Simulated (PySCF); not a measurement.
## `N#C/C(F)=C1\CC=C1Br`, C$_{6}$H$_{3}$BrFN

Molfile (atoms numbered from 1):
```
C6H3BrFN
     RDKit          3D

 12 12  0  0  0  0  0  0  0  0999 V2000
    3.1276   -1.1938   -0.9078 N   0  0  0  0  0  0  0  0  0  0  0  0
    2.3567   -0.3829   -0.6623 C   0  0  0  0  0  0  0  0  0  0  0  0
    1.3835    0.5988   -0.3547 C   0  0  0  0  0  0  0  0  0  0  0  0
    1.7987    1.8766   -0.4147 F   0  0  0  0  0  0  0  0  0  0  0  0
    0.1294    0.2788   -0.0265 C   0  0  0  0  0  0  0  0  0  0  0  0
   -0.6132   -1.0418    0.1219 C   0  0  0  0  0  0  0  0  0  0  0  0
   -1.8027   -0.1752    0.4839 C   0  0  0  0  0  0  0  0  0  0  0  0
   -1.1016    0.9653    0.3392 C   0  0  0  0  0  0  0  0  0  0  0  0
   -1.5099    2.7853    0.5263 Br  0  0  0  0  0  0  0  0  0  0  0  0
   -0.7110   -1.6162   -0.7983 H   0  0  0  0  0  0  0  0  0  0  0  0
   -0.2424   -1.6871    0.9171 H   0  0  0  0  0  0  0  0  0  0  0  0
   -2.8137   -0.4088    0.7498 H   0  0  0  0  0  0  0  0  0  0  0  0
  1  2  3  0
  2  3  1  0
  3  4  1  0
  3  5  2  0
  5  6  1  0
  6  7  1  0
  7  8  2  0
  8  9  1  0
  8  5  1  0
  6 10  1  0
  6 11  1  0
  7 12  1  0
M  END
```

Method: quadratic response BHandHLYP/def2-SVPD first hyperpolarisability, Taylor convention, gas phase in PySCF 2.14.0. Geometry: GFN2-xTB.

The calculation is non-relativistic, which matters for the atoms heavier than Zn.

(1) Give the tensor of the second harmonic β(−2ω;ω,ω) at 1064 nm in the axes of these coordinates.

Results:

(1) In au, Taylor convention; rows are the first index (the induced dipole):
```tsv
	xx	yy	zz	xy	xz	yz
x	+100.2	+71.6	+37.6	+90.8	-1.9	-30.5
y	+69.3	-12.3	-19.4	+62.9	-25.1	-15.6
z	-3.7	-18.0	-34.0	-30.8	+34.4	-17.1
```
Norm of βᵢ = ⅓ Σⱼ (βᵢⱼⱼ + βⱼᵢⱼ + βⱼⱼᵢ): 215.0 au, hyper-Rayleigh value 94.5 au.
